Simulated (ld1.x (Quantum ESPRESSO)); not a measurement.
## beryllium (Be) TM: all-electron and pseudo phase curves

```
Element                 : beryllium (Be)
Generator               : ld1.x (Quantum ESPRESSO) 7.5
Type                    : norm-conserving Troullier–Martins (Kleinman–Bylander form)
Functional              : PBE
Relativity              : scalar-relativistic
Frozen core             : [He]
Valence charge          : 2
Reference configuration : 2s2 2p0
Partial waves           : 2s (bound): rc 2.15 bohr; 2p (bound, empty): rc 4.20 bohr; 3d channel at 0.4 Ry: rc 3.85 bohr
Local potential         : all-electron potential smoothed inside 1.90 bohr (lloc = -2)
Core correction         : none
```

The phase is arctan(r·u′/u) with u = r·R(r), unwrapped; energies in Ry, scanned from -2 to 5 Ry. A pole is an energy at which the radial function vanishes at the test radius. The pseudo phase is shifted by a multiple of π to meet the all-electron one at the reference energy, and phase errors are pseudo minus all-electron; the curves can meet again beyond the range given. Levels narrower than the energy grid can be missing from the lists of poles.

| channel | radius (bohr) | reference energy (Ry) | poles, all-electron | poles, pseudo | unbroken range about the reference energy with phases within 0.05 rad | phase error 1 Ry above the reference energy (rad) |
| --- | --- | --- | --- | --- | --- | --- |
| s | 4.57 | -0.41 | -0.32, 1.46, 4.32 | -0.32, 1.43, 3.95 | below 2.2 | -0.029 |
| p | 4.57 | -0.15 | -0.00, 1.51, 4.03 | -0.00, 1.74, 4.74 | below 0.4 | +0.205 |
| d | 4.57 | 0.40 | 0.97, 3.06 | 0.97, 3.13 | below 1.7 | +0.004 |

Phases in the s channel:

| E (Ry) | all-electron | pseudo |
| --- | --- | --- |
| -2.00 | 1.407 | 1.407 |
| -1.52 | 1.377 | 1.377 |
| -1.04 | 1.319 | 1.319 |
| -0.56 | 0.943 | 0.943 |
| -0.08 | -1.809 | -1.810 |
| 0.40 | -2.607 | -2.627 |
| 0.88 | -4.467 | -4.477 |
| 1.36 | -4.687 | -4.695 |
| 1.84 | -4.795 | -4.810 |
| 2.32 | -4.964 | -5.043 |
| 2.80 | -6.656 | -7.328 |
| 3.28 | -7.669 | -7.739 |
| 3.76 | -7.790 | -7.830 |
| 4.24 | -7.846 | -7.890 |
| 4.72 | -7.892 | -7.972 |
